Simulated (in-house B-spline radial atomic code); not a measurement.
Results of a calculation; reference values are marked as such.
**Making a Troullier-Martins d channel for Br, r_c = 1.81 bohr**

Br, [Ar] 3d10 4s2 4p5, non-relativistic LDA (VWN5), spherical and spin-unpolarised, from an all-electron radial atomic-structure program (B-spline basis) (atomic units). The all-electron 3d level is ε = -2.522110 hartree and its outer maximum at 0.43 bohr.

Inside r_c the pseudo-orbital is u(r) = r^3 exp(p(r)), with p = c0 + c2 r² + c4 r⁴ + … + c12 r¹². The seven coefficients follow from p and its first four derivatives at r_c, from zero curvature of the screened potential at the origin, c4 = −c2²/(2l + 5), and from the norm inside r_c. At r_c the all-electron orbital has P = 0.1084095, P' = -0.2403168, the screened potential V = -1.039504, V' = 1.407818, V'' = -2.560282, and the norm inside is Q = 0.9973694.

(1) What are p, p' and p'' at r_c?

For a trial c2 the five matching conditions are linear in c0, c6, c8, c10 and c12, and c2 is varied until the norm inside r_c equals Q. The root nearest zero gives:

| n | c_n |
| --- | --- |
| 0 | 2.980169 |
| 2 | -3.00078 |
| 4 | -1.00052 |
| 6 | 1.199914 |
| 8 | -0.432576 |
| 10 | 0.07103783 |
| 12 | -0.004515336 |

(2) Check c4 and p(r_c), and find the screened pseudopotential at the origin.

Orbitals and screened potentials:

| r (bohr) | P | u | V all-electron | V pseudo |
| --- | --- | --- | --- | --- |
| 0.181 | 0.6782 | 0.1057 | -104.8 | -23.46 |
| 0.452 | 1.295 | 0.9537 | -21.78 | -21.36 |
| 0.724 | 0.9799 | 1.358 | -8.244 | -13.64 |
| 0.996 | 0.6074 | 0.8379 | -4.134 | -3.951 |
| 1.267 | 0.3515 | 0.3929 | -2.412 | 0.1814 |
| 1.538 | 0.1971 | 0.1986 | -1.54 | -0.5831 |
| 1.81 | 0.1084 | 0.1084 | -1.04 | -1.04 |

Logarithmic derivatives P'/P at R = 2.11 bohr, for energies E around ε:

```
E − ε (hartree)  all-electron   pseudo
           -0.5       2.37785  2.42363
          -0.25       2.21461   2.2653
           -0.1       1.98172  2.03243
              0        -2.242   -2.242
            0.1       2.51171  2.58643
           0.25       2.23855  2.31304
            0.5       2.05438  2.13814
```

## Answers

(1) p = ln(P/r_c^3) = ln(0.1084095/5.92974) = -4.00182. p' = P'/P − 3/r_c = -2.21675 − 1.65746 = -3.87421. The radial equation gives p'' = 2(V − ε) − 2(3) p'/r_c − p'² = 2.96521 − (-12.84268) − 15.00950 = 0.79840. Differentiating, p''' = 2V' + 2(3)p'/r_c² − 2(3)p''/r_c − 2p'p'' = -0.74008, and p'''' = 2V'' − 4(3)p'/r_c³ + 4(3)p''/r_c² − 2(3)p'''/r_c − 2p''² − 2p'p''' = 1.0881.

(2) −c2²/9 = -1.00052, as listed. The terms c_n r_c^n are 2.98017, -9.83086, -10.73841, 42.19117, -49.83002, 26.80868, -5.58255, which sum to -4.00182. Inverting the radial equation, V_l(r) = ε + 3 p'/r + (p'' + p'²)/2, so V_l(0) = ε + (2l + 3) c2 = -2.52211 + 7 × (-3.00078) = -23.5276 hartree, finite where the all-electron potential diverges.
